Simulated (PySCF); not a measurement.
Where the electron goes

Species: C7H13B.
Atom-mapped SMILES: `[BH2:1][C@H:2]1[CH2:3][CH:4]=[CH:5][CH2:6][CH2:7][CH2:8]1` (hydrogens: H9, H10 on B1; H11 on C2; H12, H13 on C3; H14 on C4; H15 on C5; H16, H17 on C6; H18, H19 on C7; H20, H21 on C8)

Geometry (PBE0-D3(BJ)/def2-SVP, Å), atoms numbered from 1 in this order:
```xyz
21
C7H13B angstrom
B     -1.7796   -0.3980    0.1149
C     -0.9055   -0.5315   -1.1674
C     -0.2100    0.7676   -1.5973
C      0.7378    1.3115   -0.5626
C      1.7726    0.6447   -0.0366
C      2.1923   -0.7529   -0.4012
C      1.1206   -1.8335   -0.2434
C     -0.0212   -1.7784   -1.2531
H     -2.2644    0.6703    0.4184
H     -2.0830   -1.3754    0.7649
H     -1.7549   -0.6987   -1.8796
H     -0.9727    1.5280   -1.8206
H      0.3385    0.5978   -2.5442
H      0.5634    2.3368   -0.2183
H      2.3832    1.1637    0.7106
H      2.5464   -0.7626   -1.4506
H      3.0659   -1.0319    0.2073
H      1.6111   -2.8172   -0.3328
H      0.7081   -1.7879    0.7803
H      0.4027   -1.8618   -2.2714
H     -0.6544   -2.6696   -1.1110
```

The calculation used TDDFT B3LYP/def2-SVPD, vertical, gas phase, core orbitals frozen in the response in PySCF.

Kohn–Sham orbitals with the atoms that hold most of them (Löwdin shares over 4%, at most four atoms; ? is withheld):

```json
{"orbital": "HOMO-3", "ε (eV)": "-8.80", "atoms": "C4 11%, C3 11%, C5 8%, C2 8%"}
{"orbital": "HOMO-2", "ε (eV)": "-8.57", "atoms": "C8 15%, C2 14%, B1 14%, H9 9%"}
{"orbital": "HOMO-1", "ε (eV)": "-8.13", "atoms": "?"}
{"orbital": "HOMO", "ε (eV)": "-6.75", "atoms": "C5 32%, C4 32%, C3 7%, C6 7%"}
{"orbital": "LUMO", "ε (eV)": "-1.38", "atoms": "?"}
{"orbital": "LUMO+1", "ε (eV)": "-0.04", "atoms": "C4 29%, C5 28%, C6 7%, C3 6%"}
{"orbital": "LUMO+2", "ε (eV)": "0.30", "atoms": "B1 23%, H11 8%, H12 6%, C3 6%"}
```

**Question.** Give the leading atoms of the LUMO.

**Answer.** B1 (bonded to C and 2 H) 53%; C2 (bonded to B, 2 C and H) 12%; H10 (bonded to B) 10%; H9 (bonded to B) 10%. By element: boron 53%, hydrogen 20% or more, carbon 12% or more.

**Question.** Give the leading atoms of the HOMO-1.

**Answer.** C2 (bonded to B, 2 C and H) 26%; B1 (bonded to C and 2 H) 21%; C8 (bonded to 2 C and 2 H) 9%; C3 (bonded to 2 C and 2 H) 7%. By element: carbon 42% or more, boron 21%.

**Question.** The HOMO–LUMO gap is 5.38 eV. Where does the response calculation put the lowest singlet, and from which orbitals?

**Answer.** S1 is at 4.54 eV (f = 0.013), 0.84 eV below the gap, made of HOMO→LUMO (99%). 

**Question.** One configuration dominates each of S1 and S2. Which, and how do the shares of the two leading atoms of either orbital change from the occupied to the empty one?

**Answer.** 
- S1 (4.54 eV, f 0.013), HOMO→LUMO (99%): C5 32% → at most 10%, C4 32% → at most 10%, B1 at most 7% → 53%, C2 at most 7% → 12%
- S2 (5.45 eV, f 0.0038), HOMO-1→LUMO (94%): C2 26% → 12%, B1 21% → 53%

Löwdin shares depend on the basis, the more so with diffuse functions.

On an Arm Neoverse N1 with one thread, no GPU, shared host, this took 6.2 min of wall time and 1.1 GiB of memory at its peak.

One conformer stands for the species.
